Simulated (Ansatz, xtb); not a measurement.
## A geometry optimisation of AlClH3NSi with r2SCAN-D4/def2-SVP

The starting geometry of this gas-phase singlet was built from a drawn formula by distance geometry and a force field; its bonds are those of `[H]/N=[Si](\[AlH2])Cl`.

```yaml
atoms:
  - { symbol: Al, position_ang: [-0.8547, -2.1359, -1.6126] }
  - { symbol: Cl, position_ang: [0.2430, 0.0006, 1.3832] }
  - { symbol: N, position_ang: [-1.3539, 1.2033, -1.1067] }
  - { symbol: Si, position_ang: [-0.6993, -0.1047, -0.4829] }
  - { symbol: H, position_ang: [-1.8660, 1.1704, -1.9650] }
  - { symbol: H, position_ang: [-0.1549, -3.4648, -0.9377] }
  - { symbol: H, position_ang: [-1.5289, -2.2466, -3.0279] }
```

**Question.** Predict what it relaxes into with r2SCAN-D4/def2-SVP.

**Answer.** It keeps its bonds, and is `[H]/N=[Si](\[AlH2])Cl`.

The energy falls by 0.21 eV over 9 steps:

```
step  E − E(last) (eV)
   1             0.205
   2             0.028
   3             0.016
   4             0.004
   5             0.002
   6             0.001
   7             0.000
   8             0.000
   9             0.000
```

Final geometry (Å):

```yaml
atoms:
  - { symbol: Al, position_ang: [-0.7893, -2.2945, -1.6098] }
  - { symbol: Cl, position_ang: [0.1991, -0.1038, 1.2454] }
  - { symbol: N, position_ang: [-1.3707, 1.3816, -1.0108] }
  - { symbol: Si, position_ang: [-0.7853, -0.0624, -0.5790] }
  - { symbol: H, position_ang: [-1.8632, 1.4455, -1.9045] }
  - { symbol: H, position_ang: [-0.1029, -3.5164, -0.8708] }
  - { symbol: H, position_ang: [-1.5024, -2.4276, -3.0201] }
```

From the same start GFN2-xTB ends elsewhere, differing in Al1–Cl2 (2.05 against 3.73 Å here), Cl2–Si4 (3.63 against 2.07 Å here).

The end wasn't checked by frequencies. Run with Ansatz 0.2.0, 9.9 s on 2 threads of Intel(R) Xeon(R) 6975P-C (Granite Rapids), with other jobs on the host.
